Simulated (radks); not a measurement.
Results of a calculation; reference values are marked as such.
Dy26+, 40 electrons, occupied as [Kr] 4d4.

Level of theory: Dirac Kohn-Sham, LDA (Slater exchange, Perdew-Wang correlation), spin-unpolarised, spherical densities, finite nucleus; open shells fill j = l - 1/2 first; Fermi nuclear charge, rms radius 5.2218 fm (a radial shooting solver on a logarithmic mesh with Libxc functionals).

Energy parts (eV):
total: -322298.29
kinetic: 354325.54
electron-nucleus: -759251.28
Hartree: 88696.39
exchange-correlation: -6068.94

Orbitals (lengths in bohr, moments of r in powers of bohr; <r^-3> diverges for s and p1/2; r(90%) holds 90 % of the orbital's charge):
orbital  occ.  eigenvalue (eV)  <r^-3>  r(90%)      <r^2>  <1/r>
1s1/2       2        -54403.25       -  0.0383  0.0006104  74.49
2s1/2       2        -9777.681       -   0.139   0.009469  17.85
2p1/2       2        -9345.776       -   0.123   0.006848  17.83
2p3/2       4        -8546.498   11000   0.132   0.008073  15.62
3s1/2       2        -2829.852       -   0.342    0.06212  6.560
3p1/2       2        -2642.321       -   0.334    0.05752  6.480
3p3/2       4        -2473.938    2402   0.352    0.06422  5.918
3d3/2       4        -2152.562   406.9   0.323    0.05061  5.799
3d5/2       6        -2115.608   359.0   0.328    0.05245  5.661
4s1/2       2        -1155.510       -   0.698     0.2721  2.984
4p1/2       2        -1078.541       -   0.708     0.2755  2.908
4p3/2       4        -1031.495   681.6   0.736     0.2994  2.726
4d3/2       4        -903.9034   109.1   0.750     0.3010  2.592
4d5/2       0        -894.1161   95.82   0.758     0.3081  2.549
5s1/2       0        -617.9480       -    1.22     0.8635  1.642
5p1/2       0        -583.5321       -    1.25     0.8997  1.598
5p3/2       0        -565.1615   269.3    1.29     0.9581  1.525

The highest occupied level is 4d3/2 at -903.90 eV. The density falls to 0.001 e/bohr^3 at r = 1.33 bohr.
